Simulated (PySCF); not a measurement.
F3OSi, SMILES [O][Si](F)(F)F (connectivity only; charge and spin as stated), charge -1, multiplicity 1. Atoms are numbered in the order given.

```xyz
5

O      0.0000     0.0000     1.7250
Si     0.0000     0.0000     0.1759
F      1.2627     0.7290    -0.6023
F     -1.2627     0.7290    -0.6023
F      0.0000    -1.4580    -0.6023
```
Charge -1, spin multiplicity 1.

Coordinates come from a PBE0-D3(BJ)/def2-SVPD optimisation. The multiplicity is an assumed one; other spin states were not compared. The isomer is the one that the SMILES or the coordinates give; other isomers of the formula were not compared.

These are B3LYP/pcSseg-2 run with PySCF values and carry that method's errors.

GIAO shieldings, no solvent; atoms alike by connectivity are averaged. δ = σ(ref) − σ: ¹⁷O against H2O (σ = 325.5 ppm); ²⁹Si against TMS (σ = 325.2 ppm); ¹⁹F against CFCl3 (σ = 159.6 ppm), references at their B3LYP-D3(BJ)/def2-TZVP geometries, non-relativistic.

| nucleus | atoms | count | δ (ppm) |
|---|---|---|---|
| ¹⁷O | O1 | 1 | 63.9 |
| ²⁹Si | Si2 | 1 | -103.4 |
| ¹⁹F | F3, F4, F5 | 3 | -178.6 |
